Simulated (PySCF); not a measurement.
Compound: C2H6B3NO4.
Atom-mapped SMILES: `[CH3:1][C:2](=[O:3])[NH:4][B:5]1[O:6][BH:7][O:8][BH:9][O:10]1` (hydrogens: H11, H12, H13 on C1; H14 on N4; H15 on B7; H16 on B9)

Structure used (PBE0-D3(BJ)/def2-SVP), in Å, numbered top down from 1:
```
atom  x, y, z in Å
C1    -3.0816    0.2941    0.5479
C2    -1.8211    0.3696   -0.2827
O3    -1.8003    0.7944   -1.4084
N4    -0.6825   -0.0921    0.3767
B5     0.6666   -0.1369   -0.0855
O6     1.6088   -0.6340    0.7977
B7     2.9234   -0.7041    0.4266
O8     3.2991   -0.2706   -0.8174
B9     2.3661    0.2210   -1.6987
O10    1.0541    0.2798   -1.3285
H11   -3.9310    0.6115   -0.0670
H12   -3.0008    0.9561    1.4247
H13   -3.2533   -0.7296    0.9155
H14   -0.8282   -0.4274    1.3224
H15    3.7432   -1.1439    1.1888
H16    2.7068    0.5959   -2.7884
```

The closed-shell ground state was solved at several levels (PySCF, density fitting, gas phase, non-relativistic).

```
          level  basis functions  HOMO (eV)  LUMO (eV)  gap (eV)  dipole (D)
B3LYP/def2-SVPD              260      -7.48      -0.87      6.61        3.67
    B3LYP/pcJ-1              330      -7.38      -0.73      6.65        3.69
  PBE0/pcSseg-1              200      -7.67      -0.51      7.16        3.69
```

Task: Estimate the row for wB97X-D/pcSseg-1, a basis of 200 functions; the other rows only guide the guess.

Result: HOMO -9.60 eV, LUMO 1.38 eV, gap 10.98 eV, dipole 3.72 D.

Task: Over all these levels, which gives the widest orbital gap and which the narrowest?

Result: wB97X-D/pcSseg-1 (range-separated hybrid) has the widest, 10.98 eV, and B3LYP/def2-SVPD (global hybrid, 20 % exact exchange) the narrowest, 6.61 eV. Functional and basis both differ between the two, so the spread mixes both effects.

Task: How far do the dipole and the HOMO energy spread over the levels?

Result: The dipole runs from 3.67 to 3.72 D (mean 3.69 D) and the HOMO from -9.60 to -7.38 eV.

One conformer stands for the species.
